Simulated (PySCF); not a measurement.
FH6N3Sn, SMILES [NH2][Sn]([NH2])([NH2])[F]. Geometry optimised at PBE-D3(BJ)/def2-SVP. The structure was generated by enumeration; whether it is a known compound was not checked. The def2 effective core potentials stand for the cores of Sn; spin–orbit coupling is left out. Other conformers were not sampled.

Computed equilibrium geometry at PBE-D3(BJ)/def2-SVP (PySCF confirms it by a frequency run) as bond lengths and angles, and its point group (one conformer of several):
point group C3.
Atoms: N1 Sn2 N3 N4 F5 H6 H7 H8 H9 H10 H11. Bonds (Å): N1–Sn2 2.053, N1–H6 1.030, N1–H7 1.030, Sn2–N3 2.053, Sn2–N4 2.053, Sn2–F5 1.982, N3–H8 1.030, N3–H9 1.030, N4–H10 1.030, N4–H11 1.030. Angles (°): Sn2–N1–H6 109.9, Sn2–N1–H7 108.8, H6–N1–H7 106.5, N1–Sn2–N3 109.9, N1–Sn2–N4 109.9, N1–Sn2–F5 109.0, N3–Sn2–N4 109.9, N3–Sn2–F5 109.0, N4–Sn2–F5 109.0, Sn2–N3–H8 108.8, Sn2–N3–H9 109.9, H8–N3–H9 106.5, Sn2–N4–H10 108.8, Sn2–N4–H11 109.9, H10–N4–H11 106.5.
